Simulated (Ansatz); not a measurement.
`C[N](C)[AlH][Cl]` + H₂ → `[AlH2][Cl]` + dimethylamine at 500 K and 1 bar (hydrogenolysis of the Al–N bond).

Gas-phase electronic energies from Ansatz, PBE0-D4/def2-TZVP geometries. CCSD(T)/CBS adds triple-zeta CCSD(T) − MP2 to the extrapolated MP2 energy (def2 sets, frozen cores). This one scheme is used for every species. One conformer a species, not always the lowest.

| species | CCSD(T)/CBS energy (Eh) | H − E (kJ/mol) | S (J/(mol·K)) |
| --- | --- | --- | --- |
| `C[N](C)[AlH][Cl]` | -836.90351 | 287.8 | 421.9 |
| H₂ | -1.17544 | 41.0 | 145.5 |
| `[AlH2][Cl]` | -703.04476 | 61.1 | 282.3 |
| `CNC` | -135.00321 | 273.8 | 313.8 |

H − E and S are ideal-gas, rigid-rotor, harmonic terms from PBE0-D4/def2-TZVP, for one conformer and one mirror image of each species. The MP2-based limit puts H₂ 0.8 mEh under its directly extrapolated value; such offsets cancel only in part. 1 Eh = 2625.50 kJ/mol, R = 8.31446 J/(mol·K).

By hand: ΔE, ΔH, ΔS and ΔG.

ΔE = (-703.04476) + (-135.00321) − (-836.90351) − (-1.17544) = 0.03098 Eh = 81.3 kJ/mol. Δ(H − E) = 61.1 + 273.8 − 287.8 − 41.0 = 6.1, so ΔH = 87.4 kJ/mol. ΔS = 282.3 + 313.8 − 421.9 − 145.5 = 28.7 J/(mol·K). ΔG = 87.4 − 500 × (28.7)/1000 = 73.1 kJ/mol.

By hand: the equilibrium constant, and the temperature at which ΔG would vanish if ΔH and ΔS stayed fixed.

log₁₀ K = −ΔG/(RT ln 10) = -7.6. ΔG = 0 at ΔH/ΔS = 3045 K, far beyond where these terms or the molecules hold.

ΔH outweighs TΔS. A doubt of 5 kJ/mol in ΔE shifts log₁₀ K by 0.5 here. Other conformers and mirror images would add mixing entropy, several J/(mol·K) or more a flexible species. These are equilibria of isolated gas molecules and say nothing of rates. Largest T1 diagnostic: 0.011 (customary marks: 0.02 for closed shells, 0.045 for open ones).
